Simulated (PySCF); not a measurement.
## How methods differ on the ionisation energy of Sr⁺

Sr⁺ [Kr] 5s1 (2S) → Sr²⁺ [Kr] (1S), as a difference of total energies. All numbers are calculated (PySCF 2.14, the spin-free X2C one-electron Hamiltonian (Gaussian nucleus), in x2c-TZVPPall with one added diffuse shell each of s, p, d, f type (9s7p7d3f1g, 95 functions)). Correlated levels: valence and next inner shell: [Ar] 3d10 frozen. The calculations carry no spin-orbit coupling.

```tsv
method	ionisation energy (eV)	error (eV)
UHF	10.451	-0.579
LDA	11.352	+0.322
PBE	11.183	+0.153
PBE0	11.061	+0.031
r2SCAN	10.864	-0.166
LC-wPBE	10.848	-0.182
wB97X-V	10.842	-0.188
BLYP	11.237	+0.207
PBEsol	11.119	+0.089
MP2 (valence and next inner shell)	10.957	-0.073
SCS-MP2 (valence and next inner shell)	10.863	-0.167
```

Reference: 11.030 eV (measured; NIST Atomic Spectra Database, ionization energies).

Errors of the correlated levels include the incompleteness of this basis and the frozen core.
